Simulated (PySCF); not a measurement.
Species: C3H11OSSi (charge +1).
InChI=1S/C3H11OSSi/c1-5(2)3-4-6/h3H2,1-2,6H3/q+1

Torsions of this conformer, `[CH3:1][S+:2]([CH3:3])[CH2:4][O:5][SiH3:6]`: C1–S2–C4–O5 -166°, S2–C4–O5–Si6 -96°.

The closed-shell ground state was solved at several levels (PySCF, density fitting, gas phase, non-relativistic). Isolated species at its PBE0-D3(BJ)/def2-SVP geometry (one conformer only).

```csv
level,basis functions,total energy (Eh),HOMO (eV),LUMO (eV),gap (eV)
PBE/pcSseg-1,171,-882.9758,-11.33,-5.75,5.58
B3LYP/def2-TZVP,264,-883.7549,-12.42,-5.04,7.38
PBE0/pcSseg-1,171,-883.0530,-12.69,-4.74,7.95
wB97X-D/def2-SVPD,222,-883.1909,-14.50,-2.92,11.58
```

Task: What might B3LYP/6-31G* (114 basis functions) give for the same quantities?

Result: Total energy -883.5977 Eh, HOMO -12.32 eV, LUMO -4.80 eV, gap 7.52 eV.

Task: Over all these levels, which gives the widest orbital gap and which the narrowest?

Result: wB97X-D/def2-SVPD (range-separated hybrid) has the widest, 11.58 eV, and PBE/pcSseg-1 (GGA) the narrowest, 5.58 eV. Functional and basis both differ between the two, so the spread mixes both effects.

wB97X-D is run here without its empirical dispersion term; that term would change no orbital, density or response property at a fixed geometry.
